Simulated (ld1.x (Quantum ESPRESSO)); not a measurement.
## Plane-wave convergence, ultrasoft potential for V

```json
{"Element": "V", "Generator": "ld1.x (Quantum ESPRESSO) 7.5", "Type": "ultrasoft", "Functional": "PBE", "Relativity": "scalar-relativistic", "Frozen core": "[Ne] 3s2", "Valence charge": "11", "Reference configuration": "3p6 3d3 4s2 4p0", "Partial waves": "4s (bound): rcut 2.45, rcutus 2.75 bohr; 4s channel at 0.3 Ry: rcut 2.45, rcutus 2.75 bohr; 3p (bound): rcut 2.00, rcutus 2.25 bohr; 4p (bound, empty): rcut 2.00, rcutus 2.25 bohr; 3d (bound): rcut 1.15, rcutus 1.40 bohr; 3d channel at 3.25 Ry: rcut 1.15, rcutus 1.40 bohr", "Local potential": "all-electron potential smoothed inside 2.60 bohr (lloc = -1)", "Core correction": "none", "Augmentation charge": "PSQ, inside the norm-conserving radii"}
```

The pseudo-atom Hamiltonian at the reference potential is diagonalised in spherical Bessel functions j_l(qr) that vanish at 20 bohr, with q² up to the cutoff. All-electron valence levels (Ry): 4s -0.3456, 3p -3.2370, 4p -0.1061, 3d -0.3796.

How do the lowest levels (Ry) of each channel move with the cutoff, and are there ghosts?

```tsv
cutoff (Ry)	s #1	p #1	p #2	p #3	d #1	d #2	f #1	Σ f·Δε (mRy)
8	-0.3456	-3.0286	-0.1039	0.0451	0.0390	0.1046	0.1065	2506.0
12	-0.3456	-3.2236	-0.1061	0.0445	0.0165	0.0792	0.1065	1268.3
15	-0.3456	-3.2361	-0.1061	0.0445	-0.0237	0.0664	0.1065	1073.0
21	-0.3456	-3.2366	-0.1061	0.0445	-0.1886	0.0560	0.1065	575.3
30	-0.3456	-3.2369	-0.1061	0.0445	-0.3090	0.0537	0.1065	212.0
40	-0.3456	-3.2370	-0.1061	0.0445	-0.3678	0.0529	0.1065	35.7
45	-0.3456	-3.2370	-0.1061	0.0445	-0.3744	0.0527	0.1065	15.7
55	-0.3456	-3.2370	-0.1061	0.0445	-0.3789	0.0526	0.1065	2.1
70	-0.3456	-3.2370	-0.1061	0.0445	-0.3791	0.0526	0.1065	1.5
80	-0.3456	-3.2370	-0.1061	0.0445	-0.3793	0.0526	0.1065	0.8
100	-0.3456	-3.2370	-0.1061	0.0445	-0.3796	0.0526	0.1065	0.2
400	-0.3456	-3.2370	-0.1061	0.0445	-0.3796	0.0526	0.1065	0.0
```

Result: no extra level below or beside the all-electron valence levels (s, p, d, f tested); 10 mRy is reached at 50 Ry and 1 mRy at 80 Ry.
